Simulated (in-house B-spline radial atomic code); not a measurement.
Radial electron density of Zr3+, [Kr] (4d3/2)1. Level of theory: Dirac-Hartree-Fock, average of the jj configuration, Fermi nucleus of rms radius 4.2694 fm; calculated with an all-electron radial atomic-structure program (B-spline basis).

Columns: r (bohr), 4πr²n(r) (electrons per bohr), bar.

```
 0.00137    1.244 #
 0.00167    1.774 #
 0.00205    2.547 ##
  0.0025    3.591 ###
 0.00306    5.055 ####
 0.00374    7.028 #####
 0.00458    9.683 #######
  0.0056    13.11 #########
 0.00685    17.45 ############
 0.00837    22.68 ################
  0.0102    28.63 ####################
  0.0125    35.21 #########################
  0.0153    41.58 ##############################
  0.0187    46.85 #################################
  0.0229    50.09 ####################################
   0.028    50.52 ####################################
  0.0343    48.26 ##################################
  0.0419    44.76 ################################
  0.0513    42.49 ##############################
  0.0627    44.06 ###############################
  0.0767     50.1 ####################################
  0.0938    57.76 #########################################
   0.115    61.61 ############################################
    0.14    57.61 #########################################
   0.172    47.08 ##################################
    0.21    38.34 ###########################
   0.257    37.75 ###########################
   0.314    43.35 ###############################
   0.384    45.72 #################################
   0.469    38.47 ###########################
   0.574    24.95 ##################
   0.702    13.96 ##########
   0.858    9.664 #######
    1.05    9.211 #######
    1.28     8.27 ######
    1.57    5.631 ####
    1.92    2.834 ##
    2.35    1.057 #
    2.87   0.3084 
    3.51  0.07169 
     4.3  0.01266 
    5.25 0.001525 
    6.43 9.625e-05
```

On this grid the curve has 3 maxima, near 0.028, 0.115, 0.384 bohr.

The 4p1/2 radial function P(r) = rR(r), positive near the nucleus, with its small component Q(r) (sign convention: Q ≈ (P' + κP/r)/2c):

```csv
r (bohr),P,Q
0.00137,0.001235,0.004438
0.00205,0.002201,0.006406
0.00306,0.004037,0.009142
0.00458,0.00763,0.0129
0.00685,0.01464,0.01781
0.0102,0.02794,0.02376
0.0153,0.05315,0.03037
0.0229,0.09701,0.03594
0.0343,0.1653,0.03766
0.0513,0.2498,0.0318
0.0767,0.307,0.01629
0.115,0.2425,-0.004977
0.172,-0.0256,-0.01944
0.257,-0.3865,-0.01573
0.384,-0.4506,0.0009365
0.574,0.0589,0.01194
0.858,0.7715,0.009097
1.28,0.9634,0.001482
1.92,0.5532,-0.001361
2.87,0.1439,-0.0006434
4.3,0.01276,-7.199e-05
```
